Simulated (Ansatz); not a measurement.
C7H12 can be A, `C=C1CCCCC1`, or B, `CCC#CCCC`.

Isolated molecules relaxed with PBE0-D4/def2-TZVP in Ansatz; ΔE leaves out vibrations. CCSD(T)/CBS adds triple-zeta CCSD(T) − MP2 to the extrapolated MP2 energy (def2 sets, frozen cores). Functionals use def2-TZVPP. B3LYP here is the variant with VWN-RPA as its local correlation; programs differ in this. One conformer a species, not always the lowest.

Problem. Which is lower in electronic energy at CCSD(T)/CBS, and by how much? (Best estimate.)

Solution. The calculation gave: A, by 124.7 kJ/mol.

Problem. Give E(B) − E(A) in kJ/mol with CCSD(T)/def2-SVP, B3LYP, CCSD(T)/def2-TZVPP, B2PLYP, LDA (SPW92), MP2/def2-TZVPP, HF/def2-TZVPP. (Best estimate.)

Solution. The calculation gave: CCSD(T)/def2-SVP 131.8, B3LYP 101.8, CCSD(T)/def2-TZVPP 125.7, B2PLYP 108.5, LDA (SPW92) 157.3, MP2/def2-TZVPP 122.0, HF/def2-TZVPP 102.0. None reverses the order clearly.

Largest T1 diagnostic: 0.010.

Leaving LDA and LC-ωPBE aside and taking each functional with its dispersion term where it has one, the values, not all of them listed here, spread over 29.8 kJ/mol, from BLYP-D4 to PBE0-D4. LDA lies +39.3 kJ/mol from PBE without D4. In def2-TZVPP, CCSD(T) changes the Hartree–Fock value by +23.6 kJ/mol (the triples alone add +1.6 kJ/mol) and MP2 by +19.9 kJ/mol.
